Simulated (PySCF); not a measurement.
Species: CH₇GeP.
Atom-mapped SMILES: `[CH3:1][GeH2:2][PH2:3]` (hydrogens: H4, H5, H6 on C1; H7, H8 on Ge2; H9, H10 on P3)

Method: PySCF, PBE0-D3(BJ)/def2-SVP geometry optimisation, gas phase; density fitting, grid level 1; the optimiser is geomeTRIC in internal coordinates, started from a GFN2-xTB structure with every atom displaced at random (about 0.01 Å).

Step 0: E = -66935.4863 eV
```
atom  x, y, z in Å  |  force x, y, z in eV/Å
C1     -1.3427   -0.5462   -0.2049    0.156   1.439   0.026
Ge2     0.2238    0.6379   -0.1398   -0.513  -0.297  -0.173
P3      1.9508   -0.4320    0.9120   -0.407   0.292   1.534
H4     -2.1713   -0.0006   -0.6614   -0.217   0.187  -0.113
H5     -1.6475   -0.8363    0.7835   -0.173  -0.286   0.853
H6     -1.1680   -1.4099   -0.7965    0.367  -1.183  -0.733
H7      0.5699    1.1269   -1.5352    0.171  -0.020  -0.505
H8     -0.1018    1.9074    0.6156   -0.149   0.372   0.453
H9      2.1617   -1.2983   -0.1217    0.206  -1.050  -1.152
H10     2.9227    0.4533    0.4499    0.560   0.546  -0.191
```

Step 1: E = -66935.6204 eV
```
atom  x, y, z in Å  |  force x, y, z in eV/Å
C1     -1.3613   -0.5169   -0.2050   -0.028  -0.323  -0.085
Ge2     0.2039    0.6450   -0.1557    0.007   0.279  -0.068
P3      1.9547   -0.4416    0.9331    0.186  -0.117  -0.354
H4     -2.2103    0.0155   -0.6558   -0.023   0.039  -0.015
H5     -1.6512   -0.8363    0.8091    0.067   0.032  -0.070
H6     -1.1594   -1.4183   -0.8159   -0.026   0.200   0.162
H7      0.5887    1.0818   -1.5996   -0.042  -0.067   0.190
H8     -0.1259    1.9247    0.6663    0.074  -0.171  -0.104
H9      2.2094   -1.3517   -0.1663   -0.075   0.260   0.287
H10     2.9489    0.5000    0.4913   -0.139  -0.132   0.058
```

Question: Estimate the geometry and energy of step 2. (The exact step hangs on the optimiser's Hessian estimate; all steps are aligned on step 1, rigid shifts and turns removed.)

Answer: E = -66935.6300 eV, largest force 0.085 eV/Å
```
atom  x, y, z in Å  |  force x, y, z in eV/Å
C1     -1.3596   -0.5193   -0.2071   -0.027  -0.059  -0.033
Ge2     0.2035    0.6497   -0.1581   -0.021   0.040   0.005
P3      1.9495   -0.4426    0.9288    0.019  -0.045  -0.070
H4     -2.2118    0.0114   -0.6569    0.006   0.001   0.009
H5     -1.6395   -0.8361    0.8079    0.017   0.010   0.004
H6     -1.1534   -1.4161   -0.8108    0.008   0.026   0.025
H7      0.5884    1.0809   -1.5895    0.009  -0.009  -0.009
H8     -0.1149    1.9190    0.6595    0.007   0.000   0.006
H9      2.1956   -1.3361   -0.1644   -0.011   0.041   0.052
H10     2.9398    0.4914    0.4921   -0.008  -0.006   0.010
```

The energy changes by -0.0097 eV. The first-order estimate −F·Δx gives -0.0175 eV and the mean of the old and new forces, exact on a quadratic surface, -0.0097 eV. The step makes an angle of 54° with the force vector and moves no atom by more than 0.021 Å.

The cost below is that of the whole optimisation. On one thread of an Arm Neoverse V1, shared host with 64 logical CPUs at a one-minute load of 36, this took 17 s and 0.41 GiB of memory at its peak.
